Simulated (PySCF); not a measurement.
# Worked example: oscillator strength and radiative lifetime

Mg(Me)(SeH) (CH4MgSe), SMILES [CH3][Mg][SeH].

Geometry optimised at B3LYP-D3(BJ)/def2-TZVP. Other conformers were not sampled.

TDDFT-ωB97X/def2-SVPD in PySCF puts the first singlet state with f over 0.02 at 4.84 eV (vertical), with the transition dipole (-0.367, -0.176, -0.633) in atomic units.

Problem. Find the oscillator strength, the wavelength and the radiative lifetime that this transition would have in vacuum if emission retraced absorption.

Solution. 
|μ|² = 0.5664 au, so |μ| = 1.91 D. ΔE = 4.84/27.211 = 0.1779 hartree. f = (2/3) ΔE |μ|² = 0.067 (the program prints 0.067).
λ = 1239.84/4.84 = 256 nm; ν = 39037 cm⁻¹.
Einstein's coefficient A = 0.6670 ν² f s⁻¹ (ν in cm⁻¹) = 6.8e7 s⁻¹, so τ = 1/A = 15 ns. This state is S1. The figure is the radiative limit of this one transition; relaxation, internal conversion, crossing to triplets and a medium change what is measured.
